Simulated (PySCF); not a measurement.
## A small calculation by hand: oscillator strength and radiative lifetime

ClHOPb, SMILES [OH][Pb][Cl] (connectivity only; charge and spin as stated), neutral, multiplicity 1.

Coordinates come from a B3LYP-D3(BJ)/def2-TZVP optimisation. The def2 effective core potentials stand for the cores of Pb; spin–orbit coupling is left out. The values are those of a single conformer.

TDDFT-CAM-B3LYP/def2-SVPD run with PySCF 2.14.0 puts the first singlet state with f over 0.02 at 4.00 eV (vertical), with the transition dipole (0.000, 0.000, 0.469) in atomic units.

**Question.** Find the oscillator strength, the wavelength and the radiative lifetime that this transition would have in vacuum if emission retraced absorption.

**Answer.** 
|μ|² = 0.2200 au, so |μ| = 1.19 D. ΔE = 4.00/27.211 = 0.1470 hartree. f = (2/3) ΔE |μ|² = 0.022 (the program prints 0.022).
λ = 1239.84/4.00 = 310 nm; ν = 32262 cm⁻¹.
Einstein's coefficient A = 0.6670 ν² f s⁻¹ (ν in cm⁻¹) = 1.5e7 s⁻¹, so τ = 1/A = 67 ns. This state is S1. The figure is the radiative limit of this one transition; relaxation, internal conversion, crossing to triplets and a medium change what is measured.
